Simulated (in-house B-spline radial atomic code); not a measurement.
Results of a calculation; reference values are marked as such.
**Making a Troullier-Martins p channel for Te, r_c = 0.56 bohr**

Te, [Kr] 4d10 5s2 5p4, non-relativistic PBE, spherical and spin-unpolarised, from an all-electron radial atomic-structure program (B-spline basis) (atomic units). The all-electron 4p level is ε = -4.108271 hartree, its outermost node lies just inside 0.40 bohr and its outer maximum at 0.74 bohr.

Inside r_c the pseudo-orbital is u(r) = r^2 exp(p(r)), with p = c0 + c2 r² + c4 r⁴ + … + c12 r¹². The seven coefficients follow from p and its first four derivatives at r_c, from zero curvature of the screened potential at the origin, c4 = −c2²/(2l + 5), and from the norm inside r_c. At r_c the all-electron orbital has P = 0.947961, P' = 3.754581, the screened potential V = -20.3762, V' = 70.32228, V'' = -307.9016, and the norm inside is Q = 0.1371852.

(1) What are p, p' and p'' at r_c?

For a trial c2 the five matching conditions are linear in c0, c6, c8, c10 and c12, and c2 is varied until the norm inside r_c equals Q. The root nearest zero gives:

```csv
n,c_n
0,4.053915
2,-31.8273
4,-144.711
6,2877.751
8,-13155.49
10,25469.7
12,-18400.98
```

(2) Check c4 and p(r_c), and find the screened pseudopotential at the origin.

Orbitals and screened potentials:

```json
{"r (bohr)": "0.056", "P": "0.46", "u": "0.1633", "V all-electron": "-719.9", "V pseudo": "-162.2"}
{"r (bohr)": "0.14", "P": "-0.1408", "u": "0.584", "V all-electron": "-213.9", "V pseudo": "-130.4"}
{"r (bohr)": "0.224", "P": "-0.69", "u": "0.5425", "V all-electron": "-104.7", "V pseudo": "-39.15"}
{"r (bohr)": "0.308", "P": "-0.5209", "u": "0.3502", "V all-electron": "-61.74", "V pseudo": "26.14"}
{"r (bohr)": "0.392", "P": "0.005102", "u": "0.3395", "V all-electron": "-40.3", "V pseudo": "42.05"}
{"r (bohr)": "0.476", "P": "0.5462", "u": "0.5772", "V all-electron": "-27.92", "V pseudo": "13.11"}
{"r (bohr)": "0.56", "P": "0.948", "u": "0.948", "V all-electron": "-20.38", "V pseudo": "-20.38"}
```

Logarithmic derivatives P'/P at R = 0.86 bohr, for energies E around ε:

| E − ε (hartree) | all-electron | pseudo |
| --- | --- | --- |
| -0.5 | -0.502701 | -0.508092 |
| -0.25 | -0.686613 | -0.688171 |
| -0.1 | -0.800897 | -0.801216 |
| 0 | -0.878818 | -0.878881 |
| 0.1 | -0.95818 | -0.95853 |
| 0.25 | -1.08003 | -1.08203 |
| 0.5 | -1.29106 | -1.29998 |

(3) With P(R) = 1.202199 and a norm of 0.5682395 inside R, what slope in energy does norm conservation fix?

Answers

(1) p = ln(P/r_c^2) = ln(0.947961/0.3136) = 1.10620. p' = P'/P − 2/r_c = 3.96069 − 3.57143 = 0.38926. The radial equation gives p'' = 2(V − ε) − 2(2) p'/r_c − p'² = -32.53586 − (2.78045) − 0.15153 = -35.46784. Differentiating, p''' = 2V' + 2(2)p'/r_c² − 2(2)p''/r_c − 2p'p'' = 426.56, and p'''' = 2V'' − 4(2)p'/r_c³ + 4(2)p''/r_c² − 2(2)p'''/r_c − 2p''² − 2p'p''' = -7433.2.

(2) −c2²/7 = -144.711, as listed. The terms c_n r_c^n are 4.05391, -9.98104, -14.23159, 88.75265, -127.23633, 77.25099, -17.50238, which sum to 1.10620. Inverting the radial equation, V_l(r) = ε + 2 p'/r + (p'' + p'²)/2, so V_l(0) = ε + (2l + 3) c2 = -4.108271 + 5 × (-31.8273) = -163.2448 hartree, finite where the all-electron potential diverges.

(3) d(P'/P)/dE = −2 × (norm inside R)/P(R)² = -0.7863 per hartree·bohr at E = ε, for both atoms, since orbital and norm agree at R. Differences over ±0.1 hartree give -0.7864 (all-electron) and -0.7866 (pseudo), which also hold third-order terms. Half a hartree below ε the two curves differ by -0.0054.
